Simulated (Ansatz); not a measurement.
Geometry optimisation, Ansatz 0.2.0, RKS PBE/def2-SVP.

input.yaml

```yaml
crystal:
  periodic: [false, false, false]
  atoms:
    - { symbol: Ga, position_ang: [0.0, 0.0, 0.0] }
    - { symbol: H, position_ang: [0.0, 0.0, 1.57] }
    - { symbol: H, position_ang: [1.3596, 0.0, -0.785] }
    - { symbol: C, position_ang: [-1.7147, 0.0, -0.99] }
    - { symbol: H, position_ang: [-2.2748, -0.9305, -0.7608] }
    - { symbol: H, position_ang: [-2.3188, 0.8797, -0.6846] }
    - { symbol: C, position_ang: [-1.4385, 0.0696, -2.4831] }
    - { symbol: H, position_ang: [-2.3553, -0.2101, -3.0429] }
    - { symbol: H, position_ang: [-1.1392, 1.1028, -2.7568] }
    - { symbol: H, position_ang: [-0.619, -0.6331, -2.7415] }
basis:
  gaussian: { orbitals: def2-SVP }
hamiltonian:
  xc: pbe
relax:
  f_tol: 0.02
  max_steps: 40
output:
  orbitals: {}
```

Launched with:

```bash
$ ansatz run input.yaml --threads 1 --pin off --max-ram 2048MiB --backend cpu --events-out ev --progress --plain --runs-dir out
```

Q: Where does it end, and by what steps?

A: The forces met the threshold. After 5 steps the energy has fallen by 0.110 eV; H10 moved furthest, 0.32 Å.

```json
{"step": "0", "energy less start (eV)": "0.0000", "largest force component (eV/Å)": "0.370", "accepted": "yes"}
{"step": "1", "energy less start (eV)": "-0.0911", "largest force component (eV/Å)": "0.173", "accepted": "yes"}
{"step": "2", "energy less start (eV)": "-0.1039", "largest force component (eV/Å)": "0.126", "accepted": "yes"}
{"step": "3", "energy less start (eV)": "-0.1091", "largest force component (eV/Å)": "0.112", "accepted": "yes"}
{"step": "4", "energy less start (eV)": "-0.1103", "largest force component (eV/Å)": "0.034", "accepted": "yes"}
{"step": "5", "energy less start (eV)": "-0.1105", "largest force component (eV/Å)": "0.007", "accepted": "yes"}
```

```xyz
10
Properties=species:S:1:pos:R:3
Ga 0.024 0.040 0.065
H -0.061 0.023 1.651
H 1.449 0.101 -0.635
C -1.643 -0.027 -1.017
H -2.159 -0.969 -0.720
H -2.306 0.780 -0.629
C -1.485 0.064 -2.538
H -2.461 -0.005 -3.066
H -1.016 1.020 -2.849
H -0.842 -0.748 -2.937
```

Run time: 17 s on 1 thread of Arm Neoverse V2, on a shared host, peak memory 0.12 GiB.
